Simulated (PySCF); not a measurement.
Cl2H5NSi2, SMILES [SiH2](N[SiH2]Cl)Cl. Atoms are numbered in the order given.

```xyz
10

Si    -0.8072     1.3252     0.0551
Cl     0.3775     3.0267     0.1074
N      0.0000     0.0000    -0.7096
Si     0.8072    -1.3252     0.0551
Cl    -0.3775    -3.0267     0.1074
H     -2.0298     1.6860    -0.7081
H     -1.0961     0.9344     1.4580
H      0.0000     0.0000    -1.7271
H      2.0298    -1.6860    -0.7081
H      1.0961    -0.9344     1.4580
```

Coordinates come from a PBE0-D3(BJ)/def2-SVP optimisation. One conformer was computed; it need not be the lowest.

All values below come from PBE/def2-TZVP in PySCF.

The molecule is in vacuum.

- total energy: -1556.62258 hartree
- point group: C2
- highest occupied level: -7.04 eV
- lowest empty level: -0.97 eV
- orbital gap: 6.07 eV
- dipole moment: 0.213 e·Å
- quadrupole, principal values (traceless, Buckingham form, about the centre of nuclear charge): -11.74, 4.47, 7.27 D·Å
- mean static polarisability: 82.6 bohr³ (12.24 Å³)
- polarisability, principal values: 66.8, 76.0, 105.1 bohr³
